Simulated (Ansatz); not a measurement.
Complex (SMILES): F (HF) with C#N (CH-N), atoms 1 to 2 the first; geometry from B3LYP-D3(BJ)/def2-TZVP, monomers rigid:
```xyz
5

F      0.9503     0.5484    -0.1025
H      0.2877     0.3564     0.5335
C     -1.8028    -0.2520     2.5405
N     -0.9963    -0.0166     1.7661
H     -2.5562    -0.4720     3.2639
```

Basis-set convergence of the counterpoise-corrected interaction energy at CCSD(T) with Ansatz (a first-principles code). Cartesian d functions, on some or all atoms, in 6-31G*, 6-31+G*; all else is spherical. Cores are frozen. No added dispersion term, no relativity. Functions are those of the species that has most. Reference: Hartree-Fock in aug-cc-pVQZ plus the correlation part extrapolated as X^-3 from aug-cc-pVTZ and aug-cc-pVQZ, -7.78 kcal/mol, itself unsure by roughly 0.05 kcal/mol (a third of the extrapolation step and of the last Hartree-Fock step). Deviations are taken from unrounded values. Cost is core time over that of 6-31G*, rough, on shared machines of one kind; a dash marks a row that isn't timed (too short, read off another run, short of memory, by another algorithm or on other hardware).

| basis | functions | counterpoise-corrected interaction energy (kcal/mol) | minus reference (kcal/mol) | cost |
|---|---|---|---|---|
| STO-3G | 17 | 2.10 | 9.88 | - |
| 3-21G | 31 | -6.28 | 1.50 | 0.5× |
| 6-31G | 31 | -6.86 | 0.92 | 0.6× |
| 6-31G* | 49 | -5.34 | 2.44 | 1× |
| def2-SVP | 52 | -5.81 | 1.97 | 1× |
| pcseg-1 | 52 | -5.97 | 1.81 | 1× |
| 6-31+G* | 61 | -6.21 | 1.57 | 1× |
| def2-SVPD | 79 | -7.23 | 0.55 | 2× |
| aug-pcseg-1 | 87 | -6.58 | 1.20 | 3× |
| 6-311++G(2d,2p) | 101 | -6.92 | 0.86 | 3× |
| def2-TZVP | 105 | -6.76 | 1.02 | 3× |
| pcseg-2 | 118 | -7.15 | 0.62 | 4× |
| def2-TZVPD | 132 | -7.16 | 0.62 | 7× |
| jun-cc-pV(T+d)Z | 145 | -7.32 | 0.46 | 8× |
| 6-311++G(3df,3pd) | 153 | -7.23 | 0.55 | 10× |
| aug-cc-pVTZ | 184 | -7.49 | 0.29 | 20× |
| aug-pcseg-2 | 184 | -7.36 | 0.42 | 20× |
| cc-pVQZ | 225 | -7.25 | 0.53 | 30× |

Of the sets listed that have larger relatives (same family, alike in diffuse functions), none stays within 0.2 kcal/mol of the reference together with them.
